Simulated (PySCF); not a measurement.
# Ionising ZnSi

r²SCAN; basis Zn def2-SVPD, Si def2-SVPD; no relativity; PySCF 2.14. Neutral (UKS): triplet (π ↑↑), Re = 2.328 Å, ωe = 302 cm⁻¹, De = 1.41 eV, HOMO -4.76 eV, LUMO -3.39 eV.

ZnSi⁺ (UKS): doublet (π ↑), Re = 2.478 Å, ωe = 256 cm⁻¹, De = 2.31 eV to Zn + Si⁺. The energies at the minima are -2068.40254 hartree for ZnSi and -2068.12909 for ZnSi⁺.

Problem. Work out the adiabatic ionisation energy, without and with harmonic zero-point energies (1 hartree = 27.2114 eV, 1 eV = 8065.5 cm⁻¹), and the change of the bond length.

Solution. At r²SCAN: 0.27345 hartree = 7.441 eV between the minima; the zero-point term (256.0 − 302.0)/2 cm⁻¹ = -0.003 eV makes it 7.438 eV. Re changes by +15.0 pm against the neutral. The electron leaves a π orbital, and the longer bond of the ion fits a bonding orbital, or a change in how ionic the bond is.

ZnSi⁻ (UKS): quartet (σ ↑, π ↑↑), Re = 2.420 Å, ωe = 257 cm⁻¹. The energies at the minima are -2068.40254 hartree for ZnSi and -2068.44809 for ZnSi⁻.

Problem. Work out the adiabatic electron affinity, without and with harmonic zero-point energies (1 hartree = 27.2114 eV, 1 eV = 8065.5 cm⁻¹), and the change of the bond length.

Solution. At r²SCAN: 0.04555 hartree = 1.239 eV between the minima; the zero-point term (302.0 − 257.0)/2 cm⁻¹ = +0.003 eV makes it 1.242 eV. Re changes by +9.2 pm against the neutral. The electron enters a σ orbital, and the longer bond of the ion fits an antibonding orbital, or a change in how ionic the bond is.

For an ion De counts to the pair picked by the measured ionisation energies or electron affinities, which need not be the lowest pair at this level. The highest Kohn–Sham level is positive in this anion. Much of that is self-interaction error, but it also means that the finite basis helps to hold the extra electron. States were picked by a PBE0 search and need not be the measured ground states.
